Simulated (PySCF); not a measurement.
Ligand exchange on a metal centre used in film growth or etching (Sc NH2-Br). Isolated molecules, 0 K electronic values unless said otherwise. One relaxed conformer stands for each flexible species; it need not be the lowest.

Quantity: redistribution energy (mixed species minus the weighted end members), in eV.

Case: 2 of 3 NH2 replaced by Br: [Sc(NH2)(Br)2]. The other species in the difference include [Sc(NH2)3] (neutral, multiplicity 1). Geometry of [Sc(NH2)(Br)2] (neutral, multiplicity 1, Å):

```xyz
6

Sc    -0.1349     0.0222    -0.0228
N     -1.0433    -1.4136     0.8976
H     -0.8299    -2.4168     0.8088
H     -1.8245    -1.3073     1.5597
Br     1.6867    -0.6646    -1.5277
Br    -0.9674     2.2843     0.4689
```

Estimate the redistribution energy (mixed species minus the weighted end members) that B3LYP-D3(BJ)/def2-TZVP // BP86-D3(BJ)/def2-SVP (PySCF) returns for this input.

-0.216 eV.
